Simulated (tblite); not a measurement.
Cl$_{3}$Si (SMILES Cl[Si](Cl)Cl), doublet, at a GFN2-xTB geometry; GFN1-xTB with ALPB(water) (tblite).

Here is a job for tblite.
```
$ tblite run mol.xyz --method gfn1 --charge 0 --spin 1 --alpb water --json tblite.json --no-restart

# file mol.xyz
4

Cl     1.85834472    -0.43964347    -0.16627542
Si     0.00366610    -0.01083797     0.52515717
Cl    -1.31430510    -1.38571251    -0.16365187
Cl    -0.54705876     1.83428137    -0.10255510
```

Output, abridged:

```
xTB calculator
 | screened Coulomb repulsion
 | Coulomb electrostatics
 |  * isotropic Klopman-Ohno-Mataga-Nishimoto electrostatics
 |  * onsite third-order electrostatics
 | DFT-D3(BJ) dispersion correction
 | Interactions (3)
 | [1] alpb/gbsa reaction field model
 | [2] cds contribution to solvation
 | [3] empirical free energy shift and standard state/solvent correction

halogen bonding energy    0.0000000000000E+00 Eh
repulsion energy          3.9860092297007E-02 Eh
dispersion energy        -2.2002382995833E-03 Eh
interaction energy       -6.4397680330711E-04 Eh
number of electrons       2.5000000000000E+01 e
integral cutoff           2.8146159136829E+01 bohr

------------------------------------------------------------
  cycle        total energy    energy error   density error
------------------------------------------------------------
      1     -14.74208534537  -1.4779101E+01   4.2484531E-01
      2     -14.74204018639   4.5158978E-05   2.5189329E-01
      3     -14.74067955831   1.3606281E-03   4.1482461E-02
      4     -14.74228371764  -1.6041593E-03   2.0575030E-02
      5     -14.74228344091   2.7673345E-07   1.5714013E-02
      6     -14.74260718903  -3.2374812E-04   9.5267378E-04
      7     -14.74260833973  -1.1507019E-06   2.1800061E-04
      8     -14.74260839129  -5.1550600E-08   1.0369129E-06
------------------------------------------------------------

electronic energy        -1.4779624268480E+01 Eh
total energy             -1.4742608391285E+01 Eh

Post processing:
 | Mayer-Wiberg bond orders

[Info] JSON dump of results written to 'tblite.json'
```
